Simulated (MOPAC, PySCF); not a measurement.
H₆Si₃, SMILES `[SiH2]=[SiH][SiH3]`, neutral singlet in the gas phase. 

Cartesian coordinates (Å):
```xyz
9

Si     2.0642    -0.2797     0.3690
Si     0.2546     0.8255     0.3116
Si    -1.6980    -0.1661    -0.4250
H      3.3570     0.2628     0.8175
H      2.1106    -1.6929    -0.0390
H      0.2588     2.2400     0.7288
H     -2.7399    -0.1421     0.6251
H     -2.2308     0.5207    -1.6223
H     -1.3765    -1.5682    -0.7656
```
Charge 0, multiplicity 1.

All levels are single points at this geometry (CAM-B3LYP-D3(BJ)/def2-TZVP); Pople sets use spherical d functions. Orbital energies aren't observables, and empty levels follow the basis.

```
level                                HOMO (eV)  LUMO (eV)  gap (eV)  dipole (D)  vertical IE, Delta-SCF (eV)
-----------------------------------  ---------  ---------  --------  ----------  ---------------------------
CAM-B3LYP-D3(BJ)/def2-TZVP in PySCF      -7.05      -0.86      6.20        0.05                         7.77
PBE-D3(BJ)/def2-TZVP in PySCF            -5.23      -2.61      2.62        0.07                         7.84
B3LYP/6-311+G** in PySCF                 -5.84      -2.01      3.83        0.14                            –
B3LYP/LANL2DZ in PySCF                   -5.95      -1.95      3.99        0.22                            –
M06-2X/6-31G* in PySCF                   -6.73      -1.09      5.65        0.20                            –
HF/3-21G in PySCF                        -7.65       0.97      8.62        0.18                            –
HF/STO-3G in PySCF                       -3.55       6.69     10.24        0.07                            –
AM1 in MOPAC                             -8.71      -2.10      6.61        0.61                            –
PM6 in MOPAC                             -7.35      -1.65      5.70        0.61                            –
```
